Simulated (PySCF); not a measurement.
**Excitation energy of Ta²⁺ by level of theory**

Ta²⁺ [Xe] 4f14 5d3 (4F) → Ta²⁺ [Xe] 4f14 5d2 6s1 (4F), as a difference of total energies. Calculation: PySCF 2.14, in aug-cc-pVTZ-PP with one added diffuse shell each of s, p, d, f, g type with ECP60MDF (7s7p6d4f3g, 113 functions); a scalar-relativistic core potential. Correlated levels: valence: 5s2 5p6 frozen. The calculations carry no spin-orbit coupling.

```json
{"method": "UHF", "excitation energy (eV)": "0.748"}
{"method": "LDA", "excitation energy (eV)": "0.479"}
{"method": "PBE", "excitation energy (eV)": "0.645"}
{"method": "PBE0", "excitation energy (eV)": "0.785"}
{"method": "r2SCAN", "excitation energy (eV)": "0.727"}
{"method": "B2PLYP", "excitation energy (eV)": "0.714"}
{"method": "M06-2X", "excitation energy (eV)": "0.643"}
{"method": "TPSS", "excitation energy (eV)": "0.695"}
{"method": "MP2 (valence)", "excitation energy (eV)": "0.787"}
{"method": "SCS-MP2 (valence)", "excitation energy (eV)": "0.761"}
```

How much does correlation contribute at MP2 (valence)?

0.787 − (0.748) = 0.039 eV, measured against UHF.
